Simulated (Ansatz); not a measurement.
**Nudged elastic band run: AlF3H2**

input.yaml

```yaml
crystal:
  periodic: [false, false, false]
  atoms:
    - { symbol: Al, position_ang: [0.003859, 0.081005, 0.112496] }
    - { symbol: H, position_ang: [1.9e-05, 0.686769, 1.554023] }
    - { symbol: F, position_ang: [1.40926, 0.061073, -0.756249] }
    - { symbol: F, position_ang: [-1.411206, -0.00843, -0.735993] }
    - { symbol: F, position_ang: [0.055373, -1.817009, 0.758161] }
    - { symbol: H, position_ang: [0.070495, -1.90191, 1.679562] }
basis:
  gaussian: { orbitals: def2-SVP }
hamiltonian:
  xc: { name: BHLYP }
neb:
  order_check: false
  images: 5
  f_tol: 0.5
  max_iterations: 60
  final_atoms:
    - { symbol: Al, position_ang: [0.01910419, -0.60151231, -0.19669894] }
    - { symbol: H, position_ang: [0.01354463, 0.16425214, 1.78796981] }
    - { symbol: F, position_ang: [1.40863044, 0.19709665, -0.5294188] }
    - { symbol: F, position_ang: [-1.41190187, 0.13141045, -0.50389379] }
    - { symbol: F, position_ang: [0.06011863, -2.20623069, 0.13873395] }
    - { symbol: H, position_ang: [0.03830398, -0.58351823, 1.91530776] }
  initial_path:
    images:
      - { positions_ang: [[0.003859, 0.081005, 0.112496], [1.9e-05, 0.686769, 1.554023], [1.40926, 0.061073, -0.756249], [-1.411206, -0.00843, -0.735993], [0.055373, -1.817009, 0.758161], [0.070495, -1.90191, 1.679562]] }
      - { positions_ang: [[0.00129597, 0.05533191, 0.07655428], [0.00134091, 0.45317384, 1.67420534], [1.42490238, 0.04678685, -0.78623723], [-1.43105801, -0.00372481, -0.76878048], [0.066895, -1.84069646, 0.71010275], [0.06442374, -1.60937333, 1.70615535]] }
      - { positions_ang: [[-0.00126706, 0.02965882, 0.04061256], [0.00266283, 0.21957868, 1.79438767], [1.44054476, 0.0325007, -0.81622546], [-1.45091001, 0.00098038, -0.80156796], [0.078417, -1.86438393, 0.6620445], [0.05835247, -1.31683665, 1.73274869]] }
      - { positions_ang: [[-0.00383009, 0.00398573, 0.00467083], [0.00398474, -0.01401648, 1.91457001], [1.45618715, 0.01821455, -0.84621369], [-1.47076202, 0.00568557, -0.83435543], [0.08993901, -1.88807139, 0.61398624], [0.05228121, -1.02429998, 1.75934204]] }
      - { positions_ang: [[0.00381467, -0.19784695, -0.06245242], [0.00717137, 0.04540639, 1.87236994], [1.44033491, 0.07784192, -0.74061539], [-1.45114197, 0.04759386, -0.72420155], [0.07999888, -1.99412449, 0.45556881], [0.04762213, -0.87737273, 1.81133061]] }
      - { positions_ang: [[0.01145943, -0.39967963, -0.12957568], [0.010358, 0.10482926, 1.83016987], [1.42448267, 0.13746929, -0.6350171], [-1.43152192, 0.08950215, -0.61404767], [0.07005875, -2.10017759, 0.29715138], [0.04296306, -0.73044548, 1.86331919]] }
      - { positions_ang: [[0.01910419, -0.60151231, -0.19669894], [0.01354463, 0.16425214, 1.78796981], [1.40863044, 0.19709665, -0.5294188], [-1.41190187, 0.13141045, -0.50389379], [0.06011863, -2.20623069, 0.13873395], [0.03830398, -0.58351823, 1.91530776]] }
```

Run as:

```bash
$ ansatz run input.yaml --threads 1 --pin off --max-ram 2048MiB --backend cpu --events-out ev --progress --plain --runs-dir out
```

Output, in part (warnings, iteration lines, the closing report on the highest movable image, with atoms numbered from 0):

```
NEB end point (image 0): max|allowed force component| = 8.575e-3 eV/Å (the criterion of neb.relax_end_points is 1.000e-1)
NEB end point (image 6): max|allowed force component| = 2.342e-2 eV/Å (the criterion of neb.relax_end_points is 1.000e-1)
NEB iter   1: max|band force component| = 4.628e0 eV/Å  barrier→ = 1.4683 eV  barrier← = 2.4691 eV  Δτ_max = 0.2000 Å  (171 SCF iters)
NEB iter   2: max|band force component| = 2.604e0 eV/Å  barrier→ = 0.5773 eV  barrier← = 1.5781 eV  Δτ_max = 0.1927 Å  (137 SCF iters)
NEB iter   3: max|band force component| = 1.228e1 eV/Å  barrier→ = 0.3952 eV  barrier← = 1.3960 eV  Δτ_max = 0.1025 Å  (145 SCF iters)
NEB iter   4: max|band force component| = 8.277e-1 eV/Å  barrier→ = 0.3196 eV  barrier← = 1.3204 eV  Δτ_max = 0.0736 Å  (137 SCF iters)
NEB iter   5: max|band force component| = 6.749e-1 eV/Å  barrier→ = 0.3626 eV  barrier← = 1.3634 eV  CI = image 3  Δτ_max = 0.0584 Å  (142 SCF iters)
NEB iter   6: max|band force component| = 4.702e-1 eV/Å  barrier→ = 0.3650 eV  barrier← = 1.3659 eV  CI = image 3  Δτ_max = 0.0000 Å  (254 SCF iters)
Total energy: -14772.52949486 eV, -542.8804457559 hartree
Atom 0 at     0.013031    -0.228035     0.024555 Å, force    -0.019461     0.379904    -0.382703 eV/Å
Atom 1 at     0.022132     0.050162     1.683703 Å, force     0.000750    -0.201914     0.004306 eV/Å
Atom 2 at     1.409157     0.155500    -0.745168 Å, force     0.064270    -0.065732     0.044867 eV/Å
Atom 3 at    -1.413031     0.087275    -0.721239 Å, force    -0.055653    -0.063086     0.047264 eV/Å
Atom 4 at     0.053272    -1.872852     0.798892 Å, force     0.007738    -0.231389    -0.100860 eV/Å
Atom 5 at     0.043240    -1.090552     1.571257 Å, force     0.002356     0.182216     0.387126 eV/Å
Dipole moment:     0.008487    -0.145329     0.478532 e Å
```

The run converged. The threshold of 0.5 eV/Å is loose, so the images may lie well off the minimum-energy path. The order of the stationary point at the top wasn't checked. The orbitals stay closed-shell, which can raise the energy where a bond breaks towards radicals; this wasn't checked here.

Final band (atoms are numbered from 1 in the order of the input):

```csv
image,path coordinate (Å),energy (eV),Al1–H2 (Å),F5–H6 (Å),H2–H6 (Å)
0,0.00,0.00,1.56,0.93,2.59
1,0.38,0.04,1.57,0.93,2.08
2,0.75,0.18,1.60,0.95,1.58
3,1.13,0.37,1.68,1.10,1.15
4,1.52,-0.39,1.86,1.52,0.83
5,1.91,-0.91,2.06,1.97,0.76
6,2.30,-1.00,2.13,2.41,0.76
```

Time of the run: 60 s on 1 thread of Arm Neoverse V2 (shared host), peak memory 0.12 GiB.
